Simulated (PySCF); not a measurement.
C3H8F2Si2 (charge +1 and doublet state).
Cartesian coordinates in Å at the GFN2-xTB level; atoms count from 1:
```
atom  x, y, z in Å
C1    -1.8996    1.8282    0.9141
C2    -1.3975    0.6692    0.4881
Si3    0.0576    0.4685   -0.6613
Si4    2.0414   -0.5453    0.9556
C5    -0.0292   -1.2689   -1.5416
F6     1.2249   -1.6432   -1.9042
F7    -0.4481   -2.1784   -0.6243
H8    -2.7637    1.8614    1.5590
H9    -1.4861    2.7831    0.6357
H10   -1.8707   -0.2541    0.8172
H11    0.6230    1.4841   -1.5434
H12    1.3627   -1.6990    1.5296
H13    3.0897   -0.7744   -0.0282
H14    2.1670    0.6357    1.8051
H15   -0.6759   -1.3589   -2.4234
```

The hyperfine couplings belong to this conformer and change with its torsions.

The species is `[CH2+][CH][Si@@H]([SiH3])C(F)F` [radical] (charge +1).

Computed with UKS B3LYP, pcH-1 on C F H Si, non-relativistic, mean-field spin-orbit, GIAO in PySCF 2.14.0. One conformer (not necessarily the lowest) at the GFN2-xTB geometry, without solvent, vibrations or thermal averaging. GFN2-xTB frequencies show an imaginary mode (32i cm⁻¹), so this geometry is no minimum at that level. The geometry wasn't refined by DFT: couplings that depend on bond lengths, twists or pyramidal angles can differ widely from those at the functional's own minimum, by a factor of two or more for some ions and for spin on atoms past the first row. Stability of the SCF solution: not tested.

(1) Give the principal g shifts and their parts.

(2) What are the electron Larmor frequencies g μB B/h along the three axes at 1200 mT?

(3) At 9.418 GHz, how far is the centre of the isotropic spectrum from where a free electron (g = 2.002319) resonates?

(4) In a frozen sample, at which fields do the three g values resonate at 9.5, 34, 94 and 263 GHz (hyperfine left aside), and which band first spreads them over more than twice a line width of 1.0 mT?

Results:

(1) 
| Δg (ppt) | 1 | 2 | 3 |
| --- | --- | --- | --- |
| relativistic mass correction | -0.14 | -0.14 | -0.14 |
| gauge correction | 0.01 | 0.03 | 0.02 |
| orbital Zeeman/spin–orbit | 0.22 | 5.36 | 5.85 |
| total | 0.09 | 5.26 | 5.74 |

So g = 2.00241, 2.00758, 2.00806 and g_iso = 2.00601; the tensor is close to axial: the two nearest values differ by 8 % of g3 − g1. Axes: g1 points within 11° of the Si3–Si4 bond and g3 points within 8° of the Si4–H12 bond.

(2) 33.6314, 33.7183, 33.7263 GHz for g1, g2 and g3, a range of 94.9 MHz.

(3) B = hν/(g μB) with μB/h = 13.99624 MHz/mT gives 336.06 mT for the free electron and 335.44 mT at g_iso, 0.62 mT lower.

(4) 
```csv
band,GHz,B(g3) mT,B(g2) mT,B(g1) mT,spread mT
X,9.5,338.02,338.10,338.97,0.95
Q,34.0,1209.74,1210.02,1213.15,3.41
W,94.0,3344.57,3345.36,3354.01,9.44
J,263.0,9357.69,9359.90,9384.09,26.40
```

The spread grows in proportion to the frequency. Q band is the first where it exceeds 2.0 mT.

The largest Mulliken spin populations are on Si4 (+0.39), Si3 (+0.35) and C1 (+0.22). Three atoms exceed +0.15.

The HOMO–LUMO gaps are 5.76 eV among the α and 2.84 eV among the β orbitals.

On one thread, Arm Neoverse V2 (aarch64), no GPU, shared host with 96 logical CPUs at a one-minute load of 63, this took 1.7 min wall (grids of density and orbitals included) and 1.1 GiB of memory at its peak.

The SMILES draws the unpaired electron on C2; the largest computed Mulliken spin population is on Si4 (0.39 against -0.01).
